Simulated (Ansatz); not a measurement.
BH$_{4}$NOSi, SMILES `NB1O[SiH2]1`, relaxed with RKS PBE-D4/def2-SVP in Ansatz 0.2.0 from a rough embedded geometry. The force threshold is 0.03 eV/Å; the program also tests the step.

Total charge 0; spin multiplicity 1.

Start:

```xyz
8

N    -1.599   -0.239    0.666
B    -0.328   -0.322   -0.031
O     0.424   -0.119   -1.246
Si    1.520    0.414   -0.150
H    -1.879   -1.190    1.052
H    -2.391    0.006   -0.033
H     2.648   -0.445    0.046
H     1.605    1.895   -0.304
```

```json
{"step": "1", "energy (eV)": "-12141.4114", "largest force (eV/Å)": "4.995", "largest move (Å)": "0.000"}
{"step": "2", "energy (eV)": "-12142.3126", "largest force (eV/Å)": "2.634", "largest move (Å)": "0.194"}
{"step": "3", "energy (eV)": "-12142.7478", "largest force (eV/Å)": "1.139", "largest move (Å)": "0.197"}
{"step": "4", "energy (eV)": "-12142.9140", "largest force (eV/Å)": "0.817", "largest move (Å)": "0.200"}
{"step": "5", "energy (eV)": "-12142.9867", "largest force (eV/Å)": "0.383", "largest move (Å)": "0.200"}
{"step": "6", "energy (eV)": "-12143.0133", "largest force (eV/Å)": "0.245", "largest move (Å)": "0.083"}
{"step": "7", "energy (eV)": "-12143.0166", "largest force (eV/Å)": "0.089", "largest move (Å)": "0.026"}
{"step": "8", "energy (eV)": "-12143.0173", "largest force (eV/Å)": "0.046", "largest move (Å)": "0.011"}
{"step": "9", "energy (eV)": "-12143.0174", "largest force (eV/Å)": "0.026", "largest move (Å)": "0.003"}
```

End:

```xyz
8

N    -1.636   -0.492    0.413
B    -0.365   -0.102   -0.010
O     0.185    0.158   -1.240
Si    1.481    0.416   -0.023
H    -1.872   -0.644    1.391
H    -2.403   -0.651   -0.243
H     2.636   -0.521   -0.245
H     1.975    1.836   -0.043
```

It took 11 s on 2 threads of an Arm Neoverse V2 on a shared host, with 0.12 GiB of host memory at the peak.
